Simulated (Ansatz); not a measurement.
Reaction (ligand exchange at a B–Br bond): `CN(C)B(O)Br` + H–F → `CN(C)B(O)F` + HBr

Calculated with Ansatz (gas phase, PBE0-D4/def2-TZVP geometries, no zero-point term in ΔE). CCSD(T)/CBS is the MP2 limit (def2-TZVPP, def2-QZVPP) plus CCSD(T) − MP2 in def2-TZVPP, frozen cores. This one scheme is used for every species. DFT in def2-TZVPP. B3LYP here is the variant with VWN-RPA as its local correlation; programs differ in this. For Br outer-core shells are correlated without core-valence functions, which leaves a few kJ/mol of doubt a bond. Scalar relativity is left out up to krypton. One conformer a species, not always the lowest.

| level | ΔE (kcal/mol) | difference from CCSD(T)/CBS |
| --- | --- | --- |
| PBE-D4 | -9.7 | -0.5 |
| PBE0-D4 | -10.1 | -0.9 |
| B3LYP-D4 | -12.3 | -3.1 |
| ωB97M-V | -11.7 | -2.5 |
| B2PLYP | -12.4 | -3.2 |
| PBE | -11.0 | -1.8 |
| r2SCAN | -12.3 | -3.1 |
| HF/def2-TZVPP | -17.2 | -8.0 |
| SCS-MP2/def2-TZVPP | -10.1 | -0.9 |
| CCSD/def2-TZVPP | -11.9 | -2.7 |
| CCSD(T)/def2-TZVPP | -10.8 | -1.6 |
| HF/def2-QZVPP | -17.4 | -8.2 |
| MP2/def2-QZVPP | -7.1 | 2.1 |
| HF/CBS(def2) | -17.4 | -8.2 |
| MP2/CBS(def2) | -6.4 | 2.8 |
| CCSD/CBS(def2) | -10.3 | -1.1 |
| CCSD(T)/CBS | -9.2 | 0 |

Largest T1 diagnostic among the species: 0.011.

In def2-TZVPP, CCSD(T) changes the Hartree–Fock value by +6.4 kcal/mol (the triples alone add +1.1 kcal/mol) and MP2 by +9.2 kcal/mol. The D4 term adds +2.1 kcal/mol with B3LYP and +1.1 kcal/mol with PBE0; it sums over pairs of atoms, weighted by their polarisabilities, and B3LYP, whose exchange is more repulsive, gets the larger term.
